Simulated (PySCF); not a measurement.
Electron correlation in P (phosphorus, neutral)

[Ne] 3s1 3p4, high-spin 4P determinant (an excited configuration). Calculation: PySCF 2.14, in dyall-acv3z (19s12p6d4f, 113 functions); no relativity, point nucleus. Frozen: [Ne]; 5 electrons correlated; the 26 highest virtual orbitals of each spin left out.

| level | correlation energy (mhartree) |
| --- | --- |
| CCSD | -115.13 |
| (T) | -10.60 |
| CCSD(T) | -125.73 |

Diagnostics: T1 = 0.039, D1 = 0.1148, largest double amplitude 0.225.

T1 exceeds 0.03, a sign that the reference determinant is poor. A double-excitation amplitude exceeds 0.15, a sign of near-degeneracy.

Cost of the coupled-cluster step: of the order of 50 core-seconds, for 5 correlated electrons.
